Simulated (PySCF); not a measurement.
Computed shifts of a molecule C6H10, B3LYP/pcSseg-1 run with PySCF, GIAO, gas phase, equivalent atoms averaged, in ppm (number of nuclei): ¹³C: 153.8 (1), 136.9 (1), 43.1 (1), 39.4 (1), 31.2 (1), 21.7 (1). ¹H: 5.86 (1), 2.72 (1), 2.57 (1), 2.57 (1), 2.34 (1), 2.16 (1), 2.14 (3), 2.06 (1). References: ¹³C against TMS (σ = 181.3 ppm); ¹H against TMS (σ = 31.68 ppm), references at their B3LYP-D3(BJ)/def2-TZVP geometries, non-relativistic. The structure is a stationary point at r2SCAN-D4/def2-SVP. Other conformers were not sampled.

Task: Identify the compound among the candidates.
A) C1CC1C1CC1
B) CC=C=CCC
C) CC1=CCCC1
D) C=CC(C)C=C

Result: C, CC1=CCCC1
